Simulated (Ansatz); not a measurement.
System: C5H3O2 (charge 0, doublet). It need not be the lowest isomer of its formula. 
Geometry from a B3LYP-D3(BJ)/def2-TZVP (Ansatz, a first-principles code) optimisation:
SMILES: O=Cc1cc[c]o1
```xyz
10

C     -1.9738     0.2270     0.2616
C     -1.6109    -1.0853     0.2872
O     -0.3254    -1.2972     0.1205
C      0.2487    -0.0316    -0.0328
C     -0.7404     0.9101     0.0503
C      1.6807     0.0231    -0.2353
O      2.2930     1.0585    -0.3806
H     -2.9591     0.6405     0.3748
H     -0.5884     1.9735    -0.0325
H      2.1817    -0.9634    -0.2479
```
Charge 0, spin multiplicity 2.

Basis-set convergence of Hartree-Fock and CCSD(T) correlation energies (hartree) with Ansatz. Valence correlation only, unless marked. Open shells are spin-unrestricted. Spin-orbit coupling is left out. No relativistic terms.

The UHF reference is spin-contaminated (<S^2> 0.57 over the pure value in the largest basis). 

```tsv
basis	functions	E(HF)	E(corr, CCSD(T))
cc-pVDZ	113	-340.73058	-1.03529
cc-pVTZ	252	[?]	[?]
```

Task: Some entries are withheld; supply them.

Result: 
- cc-pVTZ, E(HF): -340.82335
- cc-pVTZ, E(corr, CCSD(T)): -1.26875
